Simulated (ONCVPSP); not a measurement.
# An all-electron radial function and its pseudo partner (Ti (Z = 22))

Columns: radius, all-electron u(r) and pseudo u(r) of the 3p shell (level -40.20 eV) of titanium in the configuration [Ne] 3s2 3p6 3d2 4s1 4p1; PBE, scalar-relativistic, ONCV scheme, ONCVPSP 4.0.1.

```tsv
r (bohr)	all-electron	pseudo
0.155	-0.5210	0.0643
0.310	-0.2221	0.2393
0.465	0.3558	0.4782
0.620	0.7816	0.7204
0.775	0.9905	0.9108
0.930	1.0323	1.0136
1.085	0.9735	1.0190
1.240	0.8659	0.9419
1.395	0.7421	0.8128
1.550	0.6204	0.6665
1.705	0.5096	0.5306
1.860	0.4134	0.4192
2.015	0.3322	0.3328
2.170	0.2651	0.2651
2.325	0.2105	0.2104
2.480	0.1664	0.1664
2.635	0.1311	0.1311
2.790	0.1031	0.1031
2.945	0.0809	0.0809
3.100	0.0633	0.0633
3.255	0.0495	0.0495
3.410	0.0386	0.0386
3.565	0.0301	0.0301
3.720	0.0234	0.0234
3.875	0.0182	0.0182
4.030	0.0142	0.0142
```

(1) How many radial nodes do the two functions have?

(2) At about which radius was the pseudo-wave matched?

(3) Is the pseudo-wave norm-conserving?

Answers

(1) The all-electron 3p function has n − l − 1 = 1; the pseudo-wave has 0, since the states of the same l below it are removed with the core.

(2) 2.20 bohr, where the columns begin to agree (steps of 0.15 bohr).

(3) Yes: the ONCV scheme keeps the norm inside the radius equal to the all-electron one, which fixes the energy derivative of the logarithmic derivative at the level.
